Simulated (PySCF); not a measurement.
Spin-rotation constants: `COC1=C(C(F)(F)F)C[SiH2]1`, C$_{5}$H$_{7}$F$_{3}$OSi

Geometry:
| atom | x (Å) | y (Å) | z (Å) |
| --- | --- | --- | --- |
| C1 | 2.349 | 0.199 | -0.701 |
| O2 | 1.326 | 1.180 | -0.611 |
| C3 | 0.109 | 0.828 | -0.198 |
| C4 | -0.479 | -0.320 | 0.197 |
| C5 | 0.000 | -1.719 | 0.342 |
| F6 | -0.971 | -2.536 | 0.778 |
| F7 | 0.452 | -2.269 | -0.812 |
| F8 | 1.022 | -1.862 | 1.222 |
| C9 | -1.909 | 0.068 | 0.523 |
| Si10 | -1.469 | 1.879 | 0.038 |
| H11 | 3.233 | 0.726 | -1.056 |
| H12 | 2.556 | -0.244 | 0.275 |
| H13 | 2.081 | -0.585 | -1.412 |
| H14 | -2.172 | -0.122 | 1.562 |
| H15 | -2.639 | -0.452 | -0.096 |
| H16 | -2.074 | 2.391 | -1.185 |
| H17 | -1.422 | 2.850 | 1.124 |

The calculation used GIAO BHandHLYP/pcSseg-1 magnetisability, rotational g tensor and spin-rotation constants, non-relativistic, gas phase (PySCF 2.14.0). Geometry: GFN2-xTB.

**Question.** Give the nuclear spin-rotation constants along the inertial axes (H = +C I·J) beside the isotropic shieldings.

**Answer.** Rotational constants 1.5221, 0.9688, 0.6708 GHz. A star marks the isotopologue with that one atom substituted, in its own axes.
| atom | isotope | Caa (kHz) | Cbb (kHz) | Ccc (kHz) | mean (kHz) | σ (ppm) |
| --- | --- | --- | --- | --- | --- | --- |
| F6 | 19F | 2.069 | 0.943 | 0.785 | 1.266 | 267.7 |
| F7 | 19F | 2.249 | 1.241 | 0.861 | 1.450 | 236.4 |
| F8 | 19F | 2.250 | 1.242 | 0.860 | 1.451 | 236.3 |
| H11 | 1H | -0.156 | 0.051 | -0.071 | -0.059 | 27.9 |
| H12 | 1H | -0.100 | -0.081 | -0.003 | -0.061 | 27.8 |
| H13 | 1H | -0.100 | -0.081 | -0.003 | -0.061 | 27.8 |
| H14 | 1H | -0.149 | -0.056 | -0.025 | -0.077 | 30.1 |
| H15 | 1H | -0.149 | -0.056 | -0.025 | -0.077 | 30.1 |
| H16 | 1H | -0.073 | -0.093 | 0.001 | -0.055 | 27.3 |
| H17 | 1H | -0.073 | -0.093 | 0.001 | -0.055 | 27.3 |
| C1 | 13C* | 0.250 | 0.206 | 0.154 | 0.203 | 127.8 |
| O2 | 17O* | -0.394 | -0.157 | -0.037 | -0.196 | 202.2 |
| C3 | 13C* | 0.675 | 0.466 | 0.150 | 0.430 | 10.1 |
| C4 | 13C* | 0.464 | 0.375 | 0.127 | 0.322 | 69.4 |
| C5 | 13C* | 0.462 | 0.286 | 0.203 | 0.317 | 60.1 |
| C9 | 13C* | 0.206 | 0.139 | 0.073 | 0.139 | 177.0 |
| Si10 | 29Si* | -0.932 | -0.511 | -0.382 | -0.609 | 399.5 |

For the geometry as given, no vibrational averaging.
